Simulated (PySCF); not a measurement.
`C=C[C@@H]1COCSCO1`, C6H10O2S

Geometry:
| atom | x (Å) | y (Å) | z (Å) |
| --- | --- | --- | --- |
| C1 | 2.994 | -0.147 | 0.031 |
| C2 | 1.877 | -0.022 | -0.659 |
| C3 | 0.507 | -0.056 | -0.049 |
| C4 | -0.262 | -1.306 | -0.526 |
| O5 | -1.433 | -1.570 | 0.212 |
| C6 | -2.383 | -0.564 | 0.210 |
| S7 | -2.074 | 0.754 | 1.455 |
| C8 | -0.868 | 1.799 | 0.508 |
| O9 | -0.214 | 1.102 | -0.480 |
| H10 | 2.992 | -0.293 | 1.099 |
| H11 | 3.960 | -0.117 | -0.445 |
| H12 | 1.886 | 0.138 | -1.728 |
| H13 | 0.577 | -0.073 | 1.045 |
| H14 | -0.507 | -1.167 | -1.589 |
| H15 | 0.360 | -2.195 | -0.407 |
| H16 | -2.478 | -0.073 | -0.765 |
| H17 | -3.329 | -1.012 | 0.515 |
| H18 | -1.421 | 2.601 | 0.017 |
| H19 | -0.192 | 2.211 | 1.268 |

Method: GIAO PBE0/pcSseg-1 magnetisability, rotational g tensor and spin-rotation constants, non-relativistic, gas phase in PySCF 2.14.0. Geometry: GFN2-xTB.

Give the nuclear spin-rotation constants along the inertial axes (H = +C I·J) beside the isotropic shieldings.

Rotational constants 2.4035, 1.0154, 0.8165 GHz. A star marks the isotopologue with that one atom substituted, in its own axes.
```tsv
atom	isotope	Caa (kHz)	Cbb (kHz)	Ccc (kHz)	mean (kHz)	σ (ppm)
H10	1H	-0.203	-0.118	0.060	-0.087	26.2
H11	1H	0.202	-0.115	-0.080	0.002	26.3
H12	1H	-0.191	-0.119	0.065	-0.082	25.7
H13	1H	-0.219	-0.094	0.033	-0.093	27.1
H14	1H	-0.258	-0.103	0.040	-0.107	28.2
H15	1H	-0.140	-0.023	-0.061	-0.075	27.9
H16	1H	-0.207	-0.102	0.041	-0.089	26.7
H17	1H	0.043	-0.065	-0.074	-0.032	26.7
H18	1H	-0.192	-0.053	0.001	-0.082	26.5
H19	1H	-0.190	-0.033	-0.025	-0.083	27.1
C1	13C*	0.949	0.145	0.299	0.464	62.8
C2	13C*	1.020	0.155	0.345	0.507	42.7
C3	13C*	0.609	0.251	0.196	0.352	99.3
C4	13C*	0.480	0.263	0.201	0.314	106.9
O5	17O*	-0.377	-0.086	-0.067	-0.177	264.5
C6	13C*	0.500	0.235	0.197	0.311	111.4
S7	33S*	0.792	0.184	0.316	0.431	407.5
C8	13C*	0.500	0.212	0.207	0.307	113.4
O9	17O*	-0.278	-0.115	-0.097	-0.164	255.0
```
For the geometry as given, no vibrational averaging.
